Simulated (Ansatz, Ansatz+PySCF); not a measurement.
```xyz
2

Si    0.0000    0.0000    0.0000
N     0.0000    0.0000    1.6506
```

Basis set: def2-SVP (spherical functions). Left uncorrelated: 6 orbitals. Correlation on ROHF uses semicanonical orbitals with singles. Charge 0, multiplicity 2.

Computed with Ansatz (development build ahead of 0.2.0); each method stands on the lowest determinant of its kind that the runs found.

The atomization energy at this shape (free ground-state atoms in the same class of orbitals less the molecule, no zero-point energy) of doublet SiN:

```json
{"method": "ROHF-MP2", "atomization energy": "83.34 kcal/mol"}
{"method": "ROHF-CCSD(T)", "atomization energy": "82.09 kcal/mol"}
{"method": "ROHF", "atomization energy": "25.97 kcal/mol"}
{"method": "UHF", "atomization energy": "29.32 kcal/mol"}
```

What does UHF-MP2 give?

68.49 kcal/mol. Caution for ROHF-MP2, ROHF-CCSD(T): another reference gives a lower total. Caution for ROHF-MP2, ROHF-CCSD(T), ROHF: the determinant may break the point group. Caution for UHF-MP2: a plain start can end on a higher determinant. Caution for UHF-MP2, UHF: the unrestricted determinant is spin contaminated.
